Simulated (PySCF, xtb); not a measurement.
C3H10OSi, SMILES C[Si](O)(C)C.

Geometry: r2SCAN-D4/def2-SVP. The isomer is the one that the SMILES or the coordinates give; other isomers of the formula were not compared. Other conformers were not sampled.

Calculation: IEF-PCM-ωB97X/def2-SVP run with PySCF.

The values are the electrostatic part of the solvation free energy, E(continuum) − E(gas) at the gas-phase geometry, in a cavity of scaled van der Waals radii (PySCF's table); cavitation and dispersion terms are not included. In vacuum the orbital gap is 13.67 eV. The dipole moment in vacuum is 1.42 D.

| solvent | ε | ΔG(elec) (kcal/mol) | dipole (D) | gap (eV) |
|---|---|---|---|---|
| water | 78.36 | -4.6 | 1.84 | 13.85 |
| 2-propanol | 19.26 | -4.3 | 1.80 | 13.84 |
| chlorobenzene | 5.70 | -3.4 | 1.71 | 13.81 |

For comparison, GFN2-xTB/ALPB(water) (xtb, at the GFN2-xTB geometry, all terms of that model) gives -4.3 kcal/mol.
